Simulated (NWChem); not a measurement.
System: CuNH$_{4}$S; SMILES [SH][Cu]<-[NH3]

The following NWChem deck was run.

```
start job
memory heap 200 mb stack 900 mb global 1100 mb
geometry units angstroms
  Cu    -0.132667    -0.232508    -0.196394
  S      0.756994     1.240060     1.100999
  H      1.520053     0.400233     1.779562
  N     -0.992681    -1.453558    -1.407135
  H     -1.660242    -0.932526    -1.970227
  H     -1.482131    -2.175000    -0.883656
  H     -0.300785    -1.884275    -2.015276
end
basis spherical
  * library def2-svp
end
dft
  xc pbe0
  iterations 150
end
driver
  maxiter 120
end
task dft optimize
task dft freq
```

Parts of the log:

```
             Northwest Computational Chemistry Package (NWChem) 7.3.0
             --------------------------------------------------------

 C1  symmetry detected

                             Geometry "geometry" -> ""
                             -------------------------

 Output coordinates in angstroms (scale by  1.889725989 to convert to a.u.)

  No.       Tag          Charge          X              Y              Z
 ---- ---------------- ---------- -------------- -------------- --------------
    1 Cu                  29.0000     0.01158861     0.29589743     0.00027217
    2 S                   16.0000    -0.06889126    -1.85740343    -0.00016064
    3 H                    1.0000     1.23822777    -2.05603845    -0.00054817
    4 N                    7.0000    -0.04241207     2.21776227    -0.00037606
    5 H                    1.0000    -1.01436637     2.51286433    -0.04940906
    6 H                    1.0000     0.46183867     2.57926570    -0.80605378
    7 H                    1.0000     0.37737501     2.57700198     0.85332080

 Effective nuclear repulsion energy (a.u.)     233.9612810802

                                Z-matrix (autoz)
                                --------

 Units are Angstrom for bonds and degrees for angles

      Type          Name      I     J     K     L     M      Value
      ----------- --------  ----- ----- ----- ----- ----- ----------
    1 Stretch                  1     2                       2.15480
    2 Stretch                  1     4                       1.92262
    3 Stretch                  2     3                       1.32213
    4 Stretch                  4     5                       1.01695
    5 Stretch                  4     6                       1.01689
    6 Stretch                  4     7                       1.01689
    7 Bend                     1     2     3                96.50035
    8 Bend                     1     4     5               108.47736
    9 Bend                     1     4     6               109.98033
   10 Bend                     1     4     7               109.95333
   11 Bend                     2     4     5               106.49730
   12 Bend                     2     4     6               111.02373
   13 Bend                     2     4     7               110.84874
   14 Bend                     4     2     3                98.26850
   15 Bend                     5     4     6               109.42506
   16 Bend                     5     4     7               109.42135
   17 Bend                     6     4     7               109.56350
   18 Torsion                  3     2     4     5         177.10110
   19 Torsion                  3     2     4     6          58.06142
   20 Torsion                  3     2     4     7         -63.96003
   21 Torsion                  2     3     1     4        -179.92724
   22 Torsion                  2     1     5     4         179.64902
   23 Torsion                  2     1     6     4         171.13146
   24 Torsion                  2     1     7     4        -170.81394

                           NWChem Geometry Optimization
                           ----------------------------

 maximum gradient threshold         (gmax) =   0.000450
 rms gradient threshold             (grms) =   0.000300
 maximum cartesian step threshold   (xmax) =   0.001800
 rms cartesian step threshold       (xrms) =   0.001200
 fixed trust radius                (trust) =   0.300000
 source of zmatrix                         =   autoz

          -------------------
          Energy Minimization
          -------------------

 Using diagonal initial Hessian
 Scaling for Hessian diagonals: bonds = 1.00  angles = 0.25  torsions = 0.10

          --------
          Step   0

                                 NWChem DFT Module
                                 -----------------

 Summary of "ao basis" -> "ao basis" (spherical)
 ------------------------------------------------------------------------------
       Tag                 Description            Shells   Functions and Types
 ---------------- ------------------------------  ------  ---------------------
 Cu                         def2-svp                11       31   5s3p2d1f
 S                          def2-svp                 8       18   4s3p1d
 H                          def2-svp                 3        5   2s1p
 N                          def2-svp                 6       14   3s2p1d

            General Information
            -------------------
          SCF calculation type: DFT
          Wavefunction type:  closed shell.
          No. of atoms     :     7
          No. of electrons :    56
           Alpha electrons :    28
            Beta electrons :    28
          Charge           :     0
          Spin multiplicity:     1
          Use of symmetry is: off; symmetry adaption is: off
          Maximum number of iterations: 150
          AO basis - number of functions:    83
                     number of shells:    37
          Convergence on energy requested:  1.00D-06
          Convergence on density requested:  1.00D-05
          Convergence on gradient requested:  5.00D-04

              XC Information
              --------------
                         PBE0 Method XC Functional
                     Hartree-Fock (Exact) Exchange  0.250
          PerdewBurkeErnzerhof Exchange Functional  0.750
            Perdew 1991 LDA Correlation Functional  1.000 local
           PerdewBurkeErnz. Correlation Functional  1.000 non-local

             Grid Information
             ----------------
          Grid used for XC integration:  medium
          Radial quadrature: Mura-Knowles
          Angular quadrature: Lebedev.
          Tag              B.-S. Rad. Rad. Pts. Rad. Cut. Ang. Pts.
          ---              ---------- --------- --------- ---------
          Cu                  1.35      112           9.0       590
          S                   1.00       88          11.0       590
          H                   0.35       45          12.0       434
          N                   0.65       49          11.0       434
          Grid pruning is: on
          Number of quadrature shells:   429
          Spatial weights used:  Erf1

      Superposition of Atomic Density Guess
      -------------------------------------

 Sum of atomic energies:       -2092.27384204

      Non-variational initial energy
      ------------------------------

 Total energy =   -2093.007971
 1-e energy   =   -3373.078407
 2-e energy   =    1046.109154
 HOMO         =      -0.319829
 LUMO         =      -0.043765

[...]

      ----------------------
      Optimization converged
      ----------------------

  Step       Energy      Delta E   Gmax     Grms     Xrms     Xmax
  ---- ---------------- -------- -------- -------- -------- --------
@    9   -2095.07984577 -1.1D-07  0.00009  0.00002  0.00056  0.00179
                                     ok       ok       ok       ok

                                Z-matrix (autoz)
                                --------

 Units are Angstrom for bonds and degrees for angles

      Type          Name      I     J     K     L     M      Value     Gradient
      ----------- --------  ----- ----- ----- ----- ----- ---------- ----------
    1 Stretch                  1     2                       2.13803    0.00009
    2 Stretch                  1     4                       1.96193    0.00002
    3 Stretch                  2     3                       1.35418   -0.00001
    4 Stretch                  4     5                       1.02136   -0.00001
    5 Stretch                  4     6                       1.02120   -0.00001
    6 Stretch                  4     7                       1.02121   -0.00001
    7 Bend                     1     2     3                93.65490   -0.00001
    8 Bend                     1     4     5               111.57534   -0.00000
    9 Bend                     1     4     6               112.36930    0.00000
   10 Bend                     1     4     7               112.38908    0.00000
   11 Bend                     2     4     5               110.82759   -0.00000
   12 Bend                     2     4     6               112.76863    0.00000
   13 Bend                     2     4     7               112.72878    0.00000
   14 Bend                     4     2     3                94.34178   -0.00001
   15 Bend                     5     4     6               106.65381   -0.00000
   16 Bend                     5     4     7               106.66463   -0.00000
   17 Bend                     6     4     7               106.79979   -0.00000
   18 Torsion                  3     2     4     5         177.13585   -0.00000
   19 Torsion                  3     2     4     6          57.65026    0.00000
   20 Torsion                  3     2     4     7         -63.39160   -0.00000
   21 Torsion                  2     3     1     4        -179.98786    0.00000
   22 Torsion                  2     1     5     4         179.83477    0.00000
   23 Torsion                  2     1     6     4         176.63873    0.00000
   24 Torsion                  2     1     7     4        -176.47564   -0.00000

                         Geometry "geometry" -> "geometry"
                         ---------------------------------

 Output coordinates in angstroms (scale by  1.889725989 to convert to a.u.)

  No.       Tag          Charge          X              Y              Z
 ---- ---------------- ---------- -------------- -------------- --------------
    1 Cu                  29.0000    -0.03511098     0.23685955    -0.00028521
    2 S                   16.0000    -0.07941658    -1.90070774    -0.00048852
    3 H                    1.0000     1.26992947    -2.01501892     0.00013430
    4 N                    7.0000    -0.04360324     2.19877217    -0.00032857
    5 H                    1.0000    -0.99379461     2.57023911    -0.04845717
    6 H                    1.0000     0.46404907     2.58959903    -0.79556069
    7 H                    1.0000     0.38130721     2.58960663     0.84203113

 Effective nuclear repulsion energy (a.u.)     232.9586228928

                Final and change from initial internal coordinates
                --------------------------------------------------

                                Z-matrix (autoz)
                                --------

 Units are Angstrom for bonds and degrees for angles

[...]

 Rotational Constants
 --------------------
 A=   3.757854 cm-1  (  5.406593 K)
 B=   0.079671 cm-1  (  0.114626 K)
 C=   0.079008 cm-1  (  0.113672 K)

 Temperature                      =   298.15K
 frequency scaling parameter      =   1.0000

 Zero-Point correction to Energy  =   29.479 kcal/mol  (  0.046977 au)
 Thermal correction to Energy     =   33.437 kcal/mol  (  0.053286 au)
 Thermal correction to Enthalpy   =   34.030 kcal/mol  (  0.054230 au)

 Total Entropy                    =   80.071 cal/mol-K
   - Translational                =   40.063 cal/mol-K (mol. weight = 112.9362)
   - Rotational                   =   23.727 cal/mol-K (symmetry #  =        1)
   - Vibrational                  =   16.281 cal/mol-K

 Cv (constant volume heat capacity) =   18.316 cal/mol-K
   - Translational                  =    2.979 cal/mol-K
   - Rotational                     =    2.979 cal/mol-K
   - Vibrational                    =   12.357 cal/mol-K

[normal modes left out]

 ----------------------------------------------------------------------------
 Normal Eigenvalue ||           Projected Infra Red Intensities
  Mode   [cm**-1]  || [atomic units] [(debye/angs)**2] [(KM/mol)] [arbitrary]
 ------ ---------- || -------------- ----------------- ---------- -----------
    1       -0.000 ||    0.014666           0.338        14.297       6.914
    2       -0.000 ||    0.000001           0.000         0.001       0.000
    3        0.000 ||    0.004657           0.107         4.540       2.195
    4        0.000 ||    0.010350           0.239        10.090       4.879
    5        0.000 ||    0.001905           0.044         1.857       0.898
    6        0.000 ||    0.004991           0.115         4.866       2.353
    7       22.317 ||    0.009908           0.229         9.659       4.671
    8      113.549 ||    0.002026           0.047         1.975       0.955
    9      116.246 ||    0.002644           0.061         2.578       1.247
   10      351.753 ||    0.010875           0.251        10.602       5.127
   11      457.709 ||    0.006263           0.144         6.105       2.952
   12      537.724 ||    0.011100           0.256        10.821       5.233
   13      581.455 ||    0.032300           0.745        31.488      15.227
   14      592.048 ||    0.025481           0.588        24.840      12.012
   15     1199.336 ||    0.135787           3.133       132.372      64.011
   16     1630.326 ||    0.024415           0.563        23.801      11.509
   17     1630.445 ||    0.024201           0.558        23.593      11.409
   18     2684.168 ||    0.016144           0.372        15.738       7.610
   19     3494.441 ||    0.006545           0.151         6.380       3.085
   20     3609.314 ||    0.049981           1.153        48.723      23.561
   21     3609.674 ||    0.051232           1.182        49.944      24.151
 ----------------------------------------------------------------------------
```

Level: PBE0/def2-SVP.
